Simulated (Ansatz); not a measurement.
Coupled-cluster run, C2H7NZn (`C[N](C)[ZnH]`).

```yaml
crystal:
  periodic: [false, false, false]
  atoms:
    - {symbol: C, position_ang: [-0.326898, 1.169049, -0.495591]}
    - {symbol: N, position_ang: [-0.127564, -0.189925, -0.073908]}
    - {symbol: C, position_ang: [0.964503, -0.316503, 0.851147]}
    - {symbol: Zn, position_ang: [-1.139546, -1.584989, -0.642361]}
    - {symbol: H, position_ang: [-1.160121, 1.252510, -1.198985]}
    - {symbol: H, position_ang: [-0.549237, 1.836194, 0.353712]}
    - {symbol: H, position_ang: [0.565073, 1.580229, -0.996717]}
    - {symbol: H, position_ang: [0.803198, 0.280438, 1.764096]}
    - {symbol: H, position_ang: [1.106268, -1.354618, 1.164532]}
    - {symbol: H, position_ang: [1.917238, 0.024772, 0.413386]}
    - {symbol: H, position_ang: [-1.987516, -2.754158, -1.118910]}
basis:
  gaussian: {orbitals: def2-SVP}
correlation: {method: ccsd_t, frozen_orbitals: {C: 1, H: 0, "N": 1, Zn: 9}}
```

```sh
$ ansatz run in.yaml --threads 4 --pin off --events-out ev --progress --plain --max-ram 10444MiB
```

The program prints (abridged):

```
Functional definition: HF
1095 factors; integrals over basis functions are off by at most 1.5e-3 eV
mean field evaluation 1: about -52016.3715 eV, gradient 3.3e1 eV
mean field evaluation 2: about -52016.5119 eV, gradient 3.3e1 eV
mean field evaluation 4: about -52019.5253 eV, gradient 4.1e0 eV
mean field evaluation 8: about -52019.5783 eV, gradient 2.8e-1 eV
mean field -52019.57855374 eV, -1911.6842517132 hartree, gradient 1.8e-6 eV, S^2 0.000000; 0 other end points of the search recorded, 0 dependent functions left out
12 core orbitals not correlated: weight in the atoms' cores, before any rotation towards them, 1.000 or more for the frozen orbitals, at most 0.000 for the correlated occupied ones
reference -52019.57855374 eV, -1911.6842517132 hartree; 16, 16 occupied and 80, 80 virtual orbitals, 1095 factors
second order -21.03253872 eV of doubles, -0.00000000 eV of singles
cycle   1  -20.87020455 eV  change    1.6e-1 eV  update   1.1e-1
cycle   2  -21.46464847 eV  change   -5.9e-1 eV  update   3.7e-2
cycle   3  -21.60568766 eV  change   -1.4e-1 eV  update   1.8e-2
cycle   4  -21.59974658 eV  change    5.9e-3 eV  update   5.2e-3
cycle   5  -21.59591108 eV  change    3.8e-3 eV  update   2.4e-3
cycle   6  -21.59585367 eV  change    5.7e-5 eV  update   7.1e-4
cycle   7  -21.59539653 eV  change    4.6e-4 eV  update   2.3e-4
cycle   8  -21.59530850 eV  change    8.8e-5 eV  update   8.1e-5
cycle   9  -21.59532262 eV  change   -1.4e-5 eV  update   3.0e-5
perturbative correction -0.61901582 eV, -0.0227484117 hartree
Total energy: -52041.79289218 eV, -1912.5006135934 hartree
```

Run time 4.1 s (4 threads of an Arm Neoverse V2 on a shared host); peak host memory 0.51 GiB.

MP2 recovers 94.7 % of the CCSD(T) correlation energy and the triples give 2.8 %; T1 = 0.0125.
